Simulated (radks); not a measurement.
The numbers below are computed, except where a source is named.
Xe3+, configuration [Kr] 4d9 5s2 5p4 (not the ground configuration). Code: a radial shooting solver on a logarithmic mesh with Libxc functionals. Model: Dirac Kohn-Sham, HCTH/407, spin-unpolarised, spherical densities, finite nucleus; open shells fill j = l - 1/2 first; Fermi nuclear charge, rms radius 4.7859 fm.

Spin-orbit splittings of the eigenvalues, e(l+1/2) - e(l-1/2), with zeta = 2 splitting/(2l+1) and mean radii in bohr:

| shell | occ. | splitting (eV) | zeta (eV) | <r> j=l-1/2 | <r> j=l+1/2 |
|---|---|---|---|---|---|
| 2p | 6 | 324.6 | 216.4 | 0.09619 | 0.1020 |
| 3p | 6 | 61.84 | 41.23 | 0.2958 | 0.3074 |
| 3d | 10 | 13.11 | 5.245 | 0.2781 | 0.2817 |
| 4p | 6 | 12.58 | 8.389 | 0.7387 | 0.7654 |
| 4d | 9 | 2.096 | 0.8382 | 0.8483 | 0.8581 |
| 5p | 4 | 1.878 | 1.252 | 1.896 | 1.963 |
